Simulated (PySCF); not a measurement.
**Bonding in [InF6]3-**

Species: [InF6]3- (charge -3).
Cartesian coordinates in Å at the PBE0-D3(BJ)/def2-SVP level; atoms count from 1:
```xyz
7
InF6 angstrom
In     0.0000    0.0004    0.0000
F     -0.0582   -0.0313    2.1322
F      0.0581    0.0307   -2.1322
F      2.1327    0.0172    0.0584
F     -2.1327   -0.0174   -0.0585
F     -0.0177    2.1330    0.0307
F      0.0180   -2.1326   -0.0306
```

Bond orders from the PBE0/pcSseg-1 (def2-TZVP on In) density (PySCF). Whether so highly charged an anion holds all its electrons in the gas phase wasn't checked; a finite basis holds them in any case. The ion is multiply charged and computed without counter-ions or solvent. Atoms past krypton carry effective core potentials; spin–orbit coupling is left out. The pcSseg-1 basis has no diffuse functions, a weakness for an anion. The HOMO energy is positive at this level (+5.55 eV), so the outermost electrons may be held by the finite basis alone.

Question: Set the Mayer orders of the bonds beside their lengths.

Answer: 
| bond | length (Å) | Mayer order |
| --- | --- | --- |
| In1–F2 | 2.133 | 0.622 |
| In1–F3 | 2.133 | 0.622 |
| In1–F4 | 2.134 | 0.621 |
| In1–F5 | 2.134 | 0.621 |
| In1–F6 | 2.133 | 0.622 |
| In1–F7 | 2.133 | 0.622 |

Question: Sum the orders of all bonds at each heavy atom with more than one neighbour.

Answer: In1 3.730. Orders between atoms that aren't bonded are not in these sums.

Mayer orders depend on the basis set.
